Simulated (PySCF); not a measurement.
## Zinc: a sound run and one with changed settings

Sound run: Zn⁺ [Ar] 3d10 4s1, Zn²⁺ [Ar] 3d10. All numbers are calculated (PySCF 2.14, no relativity, point nucleus, in def2-TZVP). In the sound run the correlated levels freeze [Ar]. The sound run starts from symmetry-adapted Hartree-Fock orbitals and uses a fine grid where one is needed.

Changed run: all electrons correlated in a basis built for the valence shell.

```
species  method  sound run (hartree)  changed run (hartree)  converged
    Zn⁺     MP2          -1777.89023            -1778.16010        yes
   Zn²⁺     MP2          -1777.25584            -1777.52304        yes
```

Ionisation energy of Zn⁺:

| method | sound run (eV) | changed run (eV) |
| --- | --- | --- |
| UHF | 16.589 | 16.589 |
| MP2 | 17.263 | 17.335 |
| SCS-MP2 | 17.144 | 17.188 |

A valence basis has no tight correlating functions, so it recovers only part of the core correlation, and not evenly between atom and ion.

For comparison, NIST gives 17.964 eV between the lowest levels.
